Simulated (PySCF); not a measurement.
Nuclear quadrupole coupling in `O=C([SiH3])[SiH2][C@@H]([SiH3])S[SiH3]`

C2H12OSSi4.
Cartesian coordinates in Å at the GFN2-xTB level; atoms count from 1:
```
atom  x, y, z in Å
O1    -0.6800   -1.8272   -0.9868
C2    -1.4844   -1.1287   -0.3948
Si3   -3.0040   -1.9504    0.4578
Si4   -1.1790    0.7823   -0.3527
C5     0.6943    1.0081   -0.5130
Si6    1.3686    2.7684   -0.7565
S7     1.4219    0.3609    1.0682
Si8    2.5283   -1.3302    0.3559
H9    -2.8221   -1.7860    1.8979
H10   -3.0567   -3.3565    0.0749
H11   -4.1759   -1.2087   -0.0071
H12   -1.8833    1.3569   -1.5032
H13   -1.6795    1.3034    0.9157
H14    1.0626    0.3609   -1.3081
H15    0.9328    3.5940    0.3647
H16    2.8293    2.7043   -0.8161
H17    0.8335    3.2783   -2.0215
H18    1.6144   -2.3754   -0.0720
H19    3.3569   -0.8475   -0.7465
H20    3.3171   -1.6961    1.5209
```

Field gradients from the PBE0/pcSseg-1 density (PySCF, non-relativistic), principal values in atomic units, ordered |Vxx| ≤ |Vyy| ≤ |Vzz|:

```json
{"atom": "O1", "Vxx": "0.4228", "Vyy": "1.7642", "Vzz": "-2.1871"}
{"atom": "S7", "Vxx": "-0.0151", "Vyy": "-2.2789", "Vzz": "2.2940"}
```

Q: Find the asymmetry η = (Vxx − Vyy)/Vzz and the couplings χ = eQV/h (234.96 MHz × Q in barn × V in au), with Q(17O) = −0.0256 b, Q(33S) = −0.0678 b.

A: 
| atom | environment | nucleus | η | χzz (MHz) | χxx (MHz) | χyy (MHz) |
| --- | --- | --- | --- | --- | --- | --- |
| O1 | carbonyl oxygen | 17O | 0.61 | 13.16 | -2.54 | -10.61 |
| S7 | sulfur bonded to C and Si | 33S | 0.99 | -36.54 | 0.24 | 36.30 |

At S7 η is above 0.9: Vyy and Vzz are nearly equal in size and opposite in sign, so a small change could swap them and flip the sign of χzz. 

Q: What is Vzz at S7 in SI units (1 au = 9.71736 × 10²¹ V/m²)?

A: 2.2940 au = 22.292 × 10²¹ V/m².

Q: And the gradient at the other heavy atoms, for which no coupling is worked out here?

A: 
| atom | environment | Vzz (au) | η |
| --- | --- | --- | --- |
| C2 | carbonyl carbon | 0.608 | 0.10 |
| Si3 | SiH3 silicon | 0.182 | 0.34 |
| Si4 | SiH2 silicon | 0.176 | 0.97 |
| C5 | sp3 carbon bound to sulfur | 0.346 | 0.21 |
| Si6 | SiH3 silicon | 0.249 | 0.17 |
| Si8 | SiH3 silicon | 0.632 | 0.17 |

Were the hydrogens deuterons (Q(2H) = 0.00286 b), χzz would run from 108 kHz (H12 and H17) to 211 kHz (H14).

Geometry: GFN2-xTB, one conformer, isolated molecule. GFN2-xTB bond lengths can be off by several hundredths of an ångström, more for odd bonds, and the gradients follow them. With so small a basis the couplings can be 20 % off.
